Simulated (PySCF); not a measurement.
`CCC(C)(C)S(=O)(=O)Cl`: 4 charge schemes on one density

C₅H₁₁ClO₂S.
Geometry (GFN2-xTB, Å), atoms numbered from 1 in this order:
```xyz
20
C5H11ClO2S angstrom
C      2.0379    0.7178    0.3121
C      1.1864   -0.3755   -0.3239
C     -0.2988   -0.3183    0.0192
C     -1.0389   -1.5118   -0.5435
C     -0.6227   -0.0172    1.4624
S     -0.9226    1.1250   -0.9455
O     -0.4937    2.3747   -0.4000
O     -0.7511    0.9100   -2.3476
Cl    -2.9393    1.0604   -0.6071
H      3.0487    0.6655   -0.0846
H      2.0933    0.5947    1.3906
H      1.6335    1.7010    0.0907
H      1.2721   -0.3132   -1.4114
H      1.5708   -1.3531   -0.0177
H     -0.6663   -2.4322   -0.0968
H     -2.1054   -1.4384   -0.3439
H     -0.8915   -1.5610   -1.6205
H     -1.6964   -0.0758    1.6286
H     -0.2918    0.9874    1.7139
H     -0.1295   -0.7292    2.1219
```

Density: PBE0/pcSseg-1 (PySCF); schemes: Mulliken, IAO, Hirshfeld and ESP-fitted. The structure is a single GFN2-xTB conformer in the gas phase; no vibrational or solvent corrections.

Task: For which atoms does the sign change between the 4 schemes (beyond +0.03 e in one, beyond −0.03 e in another)?

Result: C2 and C3. Atomic charges aren't observables, and each scheme defines them in its own way.

Task: At which atom do the 4 schemes differ most?

Result: At S6: from +0.530 (Hirshfeld) to +1.919 e (IAO), 1.389 e apart.

Task: Do the Mulliken, IAO, Hirshfeld and ESP-fitted schemes agree on where the charge is lowest?

Result: The schemes don't all agree: Mulliken C3 (-0.756); IAO O8 (-0.835); Hirshfeld O8 (-0.275); ESP-fitted C4 (-0.640).

Task: Give the atomic charges in each scheme.

Result: In e:

| atom | environment | Mulliken | IAO | Hirshfeld | ESP-fitted |
| --- | --- | --- | --- | --- | --- |
| C1 | methyl carbon | -0.265 | -0.430 | -0.122 | -0.309 |
| C2 | chain CH2 carbon | -0.175 | -0.263 | -0.066 | +0.145 |
| C3 | sp3 carbon bound to sulfur | -0.756 | -0.097 | +0.029 | +0.204 |
| C4 | methyl carbon | -0.126 | -0.432 | -0.128 | -0.640 |
| C5 | methyl carbon | -0.130 | -0.434 | -0.126 | -0.442 |
| S6 | sulfonyl sulfur | +1.042 | +1.919 | +0.530 | +0.766 |
| O7 | sulfonyl oxygen | -0.478 | -0.831 | -0.263 | -0.420 |
| O8 | sulfonyl oxygen | -0.475 | -0.835 | -0.275 | -0.414 |
| Cl9 | chlorine bonded to S | -0.149 | -0.285 | -0.051 | -0.125 |
| H10 | methyl hydrogen | +0.125 | +0.150 | +0.048 | +0.081 |
| H11 | methyl hydrogen | +0.115 | +0.138 | +0.041 | +0.073 |
| H12 | methyl hydrogen | +0.149 | +0.157 | +0.030 | +0.108 |
| H13 | methylene hydrogen | +0.148 | +0.153 | +0.040 | +0.020 |
| H14 | methylene hydrogen | +0.139 | +0.147 | +0.051 | +0.012 |
| H15 | methyl hydrogen | +0.133 | +0.154 | +0.054 | +0.197 |
| H16 | methyl hydrogen | +0.137 | +0.154 | +0.031 | +0.186 |
| H17 | methyl hydrogen | +0.145 | +0.163 | +0.043 | +0.156 |
| H18 | methyl hydrogen | +0.134 | +0.155 | +0.036 | +0.125 |
| H19 | methyl hydrogen | +0.152 | +0.164 | +0.043 | +0.119 |
| H20 | methyl hydrogen | +0.134 | +0.154 | +0.054 | +0.158 |

Mean size of the charges over all atoms: IAO 0.361 e, Mulliken 0.255 e, ESP-fitted 0.235 e, Hirshfeld 0.103 e. Each set sums to the total charge, 0, to within 0.001 e. The ESP scheme fits charges at the nuclei, held to the total charge, to the electrostatic potential on points at 1.4 to 2.0 times the van der Waals radii.

Task: Sum the charges by element, for elements with more than one atom.

Result: 
```csv
element,atoms,Mulliken,IAO,Hirshfeld,ESP-fitted
C,5,-1.452,-1.656,-0.413,-1.041
O,2,-0.953,-1.666,-0.537,-0.834
H,11,+1.512,+1.690,+0.471,+1.234
```

Task: How many electrons does the Hirshfeld scheme count on C5?

Result: Z − q = 6 − (-0.126) = 6.126.

Task: How closely do the schemes follow one another over all atoms?

Result: Correlation coefficient and root-mean-square difference: IAO with Hirshfeld 0.99, 0.393 e; Hirshfeld with ESP-fitted 0.88, 0.183 e; Mulliken with IAO 0.88, 0.292 e; IAO with ESP-fitted 0.87, 0.322 e; Mulliken with Hirshfeld 0.84, 0.235 e; Mulliken with ESP-fitted 0.66, 0.275 e.
